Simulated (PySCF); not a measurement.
Electronic absorption of C6H14N2

Compound: C6H14N2.
SMILES: `C=CN(C)N(C)CC`

Level of theory: PySCF, TDDFT B3LYP/def2-SVPD, vertical, gas phase, core orbitals frozen in the response. The structure is a single PBE0-D3(BJ)/def2-SVP conformer in the gas phase; no vibrational or solvent corrections. Torsions of this conformer, `[CH2:1]=[CH:2][N:3]([CH3:4])[N:5]([CH3:6])[CH2:7][CH3:8]`: C1–C2–N3–C4 -6°, C2–N3–N5–C6 95°, N3–N5–C7–C8 56°.

Problem. List the vertical singlet excitations with oscillator strengths and describe the spectrum.

Solution. 

```json
{"state": "S1", "E (eV)": "5.02", "E (hartree)": "0.1846", "f": "0.014", "main configurations (H = HOMO, L = LUMO)": "H→L (97%)"}
{"state": "S2", "E (eV)": "5.65", "E (hartree)": "0.2077", "f": "0.013", "main configurations (H = HOMO, L = LUMO)": "H→L+2 (59%), H→L+1 (34%)"}
{"state": "S3", "E (eV)": "5.78", "E (hartree)": "0.2125", "f": "0.0078", "main configurations (H = HOMO, L = LUMO)": "H→L+3 (64%), H→L+2 (16%), H→L+1 (12%)"}
{"state": "S4", "E (eV)": "5.88", "E (hartree)": "0.2161", "f": "0.016", "main configurations (H = HOMO, L = LUMO)": "H→L+4 (60%), H-1→L (30%)"}
{"state": "S5", "E (eV)": "5.90", "E (hartree)": "0.2170", "f": "0.014", "main configurations (H = HOMO, L = LUMO)": "H-1→L (66%), H→L+4 (29%)"}
{"state": "S6", "E (eV)": "6.07", "E (hartree)": "0.2232", "f": "0.278", "main configurations (H = HOMO, L = LUMO)": "H→L+1 (36%), H→L+3 (23%), H-1→L+1 (17%)"}
{"state": "S7", "E (eV)": "6.26", "E (hartree)": "0.2302", "f": "0.069", "main configurations (H = HOMO, L = LUMO)": "H-1→L+1 (75%)"}
{"state": "S8", "E (eV)": "6.43", "E (hartree)": "0.2361", "f": "0.048", "main configurations (H = HOMO, L = LUMO)": "H→L+5 (88%)"}
{"state": "S9", "E (eV)": "6.56", "E (hartree)": "0.2410", "f": "0.0043", "main configurations (H = HOMO, L = LUMO)": "H→L+6 (81%), H-1→L+2 (14%)"}
{"state": "S10", "E (eV)": "6.62", "E (hartree)": "0.2433", "f": "0.019", "main configurations (H = HOMO, L = LUMO)": "H-1→L+2 (80%), H→L+6 (12%)"}
```

Triplets, Tamm–Dancoff:

| state | E (eV) | λ (nm) | main configurations (H = HOMO, L = LUMO) |
| --- | --- | --- | --- |
| T1 | 4.03 | 307.4 | H→L+1 (73%), H→L+3 (10%) |
| T2 | 4.98 | 249.0 | H→L (92%) |
| T3 | 5.60 | 221.3 | H→L+2 (80%), H→L+1 (12%) |
| T4 | 5.75 | 215.8 | H→L+3 (40%), H-1→L (35%), H→L+4 (15%) |

The lowest singlet lies at 5.02 eV (247 nm, ultraviolet) and is weak; its leading configuration is HOMO→LUMO (97%). The most intense listed level is S6 at 6.07 eV (204 nm, f = 0.278), 1.05 eV above S1. Löwdin shares by element: HOMO carbon 46% or more, nitrogen 34% (atoms not listed hold the other 20%); LUMO carbon 32% or more, hydrogen 7% or more (atoms not listed hold the other 62%). Orbital energies (eV): HOMO-3 -9.55, HOMO-2 -8.51, HOMO-1 -6.45, HOMO -5.49, LUMO 0.30, LUMO+1 0.75, LUMO+2 0.99. Of the 10 states listed, 8 reach f = 0.01 and none stays under 0.0005. Weighted by f, the mean energy of these states is 6.10 eV. The vertical ionisation energy (ΔSCF) is 7.53 eV, 0.91 eV above S10. Only the lowest 10 singlets were computed, as vertical energies without vibronic structure.
